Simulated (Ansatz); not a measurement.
`[F][GaH][SeH]` + H₂S → `[F][GaH][SH]` + H₂Se  (ligand exchange at a Ga–Se bond)

Gas-phase electronic energies from Ansatz, PBE0-D4/def2-TZVP geometries. CCSD(T)/CBS adds triple-zeta CCSD(T) − MP2 to the extrapolated MP2 energy (def2 sets, frozen cores). This one scheme is used for every species. DFT in def2-TZVPP. HSE06 is defined as in plane-wave codes. For Ga, Se outer-core shells are correlated without core-valence functions, which leaves a few kJ/mol of doubt a bond. Scalar relativity is left out up to krypton. One conformer a species, not always the lowest.

```
        level  ΔE (kcal/mol)
       B97M-V            1.7
      PBE0-D4            2.9
     HSE06-D4            3.0
      r2SCANh            2.7
        HSE06            2.9
        BHLYP            3.1
    CAM-B3LYP            2.6
HF/def2-QZVPP            3.3
```

Problem. What does CCSD(T)/CBS give? (An estimate is asked.)

Solution. Ansatz gave: +3.2 kcal/mol. The listed levels differ from it by -1.5, -0.3, -0.2, -0.5, -0.3, -0.1, -0.6, 0.1 kcal/mol.

Largest T1 diagnostic among the species: 0.014.

Leaving LDA and LC-ωPBE aside and taking each functional with its dispersion term where it has one, the values, not all of them listed here, spread over 1.7 kcal/mol, from B97M-V to BHLYP-D4. At CCSD(T), def2-SVP lies −1.4 kcal/mol from the extrapolated value and def2-TZVPP −0.2 kcal/mol.
